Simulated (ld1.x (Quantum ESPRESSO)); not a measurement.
Reading a pseudo-wave (Te)

Columns: radius, all-electron u(r) and pseudo u(r) of the 4d shell (level -41.69 eV) of tellurium in the configuration [Ar] 3d10 4s2 4p6 4d10 5s2 5p4; PW91, scalar-relativistic, PAW scheme, ld1.x (Quantum ESPRESSO) 7.5.

```csv
r (bohr),all-electron,pseudo
0.085,0.2762,-0.0054
0.170,0.5868,-0.0409
0.255,0.4812,-0.1276
0.340,0.1190,-0.2704
0.425,-0.2935,-0.4570
0.510,-0.6430,-0.6613
0.595,-0.8913,-0.8512
0.680,-1.0388,-0.9977
0.765,-1.1029,-1.0829
0.850,-1.1057,-1.1040
0.935,-1.0670,-1.0719
1.020,-1.0030,-1.0060
1.105,-0.9251,-0.9255
1.190,-0.8414,-0.8414
1.275,-0.7573,-0.7573
1.360,-0.6761,-0.6761
1.445,-0.5998,-0.5998
1.530,-0.5296,-0.5296
1.615,-0.4658,-0.4658
1.700,-0.4084,-0.4084
1.785,-0.3571,-0.3571
1.870,-0.3117,-0.3117
1.955,-0.2715,-0.2715
2.040,-0.2362,-0.2362
2.125,-0.2052,-0.2052
2.210,-0.1781,-0.1781
```

**Question.** How many radial nodes do the two functions have?

**Answer.** The all-electron 4d function has n − l − 1 = 1; the pseudo-wave has 0, since the states of the same l below it are removed with the core.

**Question.** At about which radius was the pseudo-wave matched?

**Answer.** 1.15 bohr, where the columns begin to agree (steps of 0.09 bohr).

**Question.** Is the pseudo-wave norm-conserving?

**Answer.** No, it belongs to a PAW set: the norm inside the radius is not constrained, and the difference is carried by the augmentation charge.
